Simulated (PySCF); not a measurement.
Chromium: a sound run and one with changed settings

Sound run: Cr⁺ [Ar] 3d5, Cr²⁺ [Ar] 3d4. Calculation: PySCF 2.14, in def2-SVP (5s3p2d1f, 31 functions); no relativity, point nucleus. In the sound run the correlated levels freeze [Ar]. The sound run starts from symmetry-adapted Hartree-Fock orbitals and uses a fine grid where one is needed.

Changed run: all electrons correlated in a basis built for the valence shell.

| species | method | sound run (hartree) | changed run (hartree) | converged |
| --- | --- | --- | --- | --- |
| Cr⁺ | MP2 | -1043.02889 | -1043.17158 | yes |
| Cr²⁺ | MP2 | -1042.43944 | -1042.57727 | yes |

Ionisation energy of Cr⁺:

```csv
method,sound run (eV),changed run (eV)
UHF,15.314,15.314
MP2,16.040,16.172
SCS-MP2,15.556,15.701
```

A valence basis has no tight correlating functions, so it recovers only part of the core correlation, and not evenly between atom and ion.

For comparison, NIST gives 16.486 eV between the lowest levels.
